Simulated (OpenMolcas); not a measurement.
## Fe5+, Ru5+, Os5+: d3 down the group

```yaml
Program: OpenMolcas
Method: MS-CASPT2, IPEA 0.25 Eh, imaginary shift 0.1 Eh
Basis: ANO-R2
Scalar_Hamiltonian: X2C, finite nucleus
Spin-orbit_coupling: state interaction with AMFI integrals over the reference wave functions, term energies averaged over their components
```

Active space for each ion: 3 electrons in 5 orbitals (d); closed shells correlated by CASPT2: Fe5+ 3s 3p; Ru5+ 4s 4p; Os5+ 5s 5p.

Computed levels in cm-1 above 4F 3/2:

```json
{"Level": "4F 5/2", "Fe5+": "516", "Ru5+": "1426", "Os5+": "6510"}
{"Level": "4F 7/2", "Fe5+": "1210", "Ru5+": "3150", "Os5+": "11630"}
{"Level": "4F 9/2", "Fe5+": "2060", "Ru5+": "5000", "Os5+": "14940"}
{"Level": "4P 1/2", "Fe5+": "19370", "Ru5+": "13510", "Os5+": "17120"}
{"Level": "4P 5/2", "Fe5+": "20190", "Ru5+": "15710", "Os5+": "25280"}
{"Level": "2G 7/2", "Fe5+": "20900", "Ru5+": "15730", "Os5+": "23350"}
{"Level": "2G 9/2", "Fe5+": "21610", "Ru5+": "16800", "Os5+": "37630"}
{"Level": "2P 3/2", "Fe5+": "26780", "Ru5+": "24290", "Os5+": "40790"}
{"Level": "2P 1/2", "Fe5+": "26970", "Ru5+": "19960", "Os5+": "29380"}
{"Level": "weight of 4F in the lowest level (%)", "Fe5+": "100", "Ru5+": "98", "Os5+": "82"}
```

Mixed levels, with the weight of the term that names them: Fe5+ 2P 3/2 (62 %), Ru5+ 2G 9/2 (75 %), Ru5+ 2P 3/2 (50 %), Os5+ 4F 9/2 (57 %), Os5+ 4P 1/2 (67 %), Os5+ 2G 9/2 (57 %), Os5+ 2P 3/2 (56 %), Os5+ 2P 1/2 (67 %).

Measured, with the error of the calculation in %. Measured levels: Fe5+ from Corliss and Sugar, J. Phys. Chem. Ref. Data 11, 135 (1982); Os5+ from the list in Brasseur, Palmeri and Quinet, Atoms 13, 11 (2025).

```csv
Level,Fe5+,Os5+
4F 5/2,511 (+0.9),6397 (+1.7)
4F 7/2,1188 (+1.8),11444 (+1.7)
4F 9/2,2001 (+2.9),14678 (+1.8)
4P 1/2,18738 (+3.4),16772 (+2.1)
4P 5/2,19611 (+3.0),24828 (+1.8)
2G 7/2,20616 (+1.4),22920 (+1.9)
2G 9/2,21315 (+1.4),37019 (+1.6)
2P 3/2,26215 (+2.2),40203 (+1.5)
2P 1/2,26496 (+1.8),28860 (+1.8)
```

The fine-structure level 4F 9/2 changes by a factor of 7.25 from Fe5+ to Os5+.

Without spin-orbit coupling 4P lies 18710, 11940, 11450 cm-1 above 4F in that order; the difference to the level 4P 1/2, of either sign, comes from spin-orbit coupling, which also lowers the zero.

Term energies are means over components that CASPT2 splits; among the terms shown or strongly mixed into the levels shown the widest spread is 720 cm-1 (3d3 4F, Fe5+). Computed and measured levels are paired by configuration, term and J; levels that our copy of the source lacks, or whose pairing is in doubt (as where it misses far off the trend of its configuration), stay unpaired and out of the deviations. Only configurations of the active space appear.
